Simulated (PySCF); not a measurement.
Atom-mapped SMILES (the numbers label the heavy atoms): `[CH3:1][CH2:2][C:3](=[O:4])[C:5]([F:6])([F:7])[F:8]`. Each H is labelled by its parent atom.

GIAO PBE0/pcSseg-1 shifts (PySCF, gas phase, non-relativistic, equivalent atoms averaged), each against references optimised in the same way as the molecule (TMS, H2O, CFCl3).

On the GFN2-xTB geometry: C3 199.7, C5 125.9, C2 33.3, C1 7.9, O4 657.7, F6/F7/F8 -94.6, H(C2) 2.89, H(C1) 1.18 ppm.

Question: What changes on the PBE0-D3(BJ)/def2-SVP geometry?

Answer: 
```csv
atoms,δ (ppm),change
C3,199.7,+0.0
C5,120.8,-5.1
C2,31.8,-1.5
C1,7.3,-0.6
O4,669.9,+12.2
F6/F7/F8,-94.3,+0.3
H(C2),2.65,-0.24
H(C1),1.12,-0.06
```

Unscaled 19F shifts against computed CFCl3 carry errors that often reach 10 to 50 ppm.

Bonds between heavy atoms that differ most (equivalent bonds averaged): C3–C5 1.563 → 1.547 Å, C5–F6 1.339 → 1.331 Å, C1–C2 1.522 → 1.514 Å, C2–C3 1.495 → 1.502 Å, C3–O4 1.194 → 1.199 Å. Mean change of bonds to hydrogen: C–H +0.012 Å.
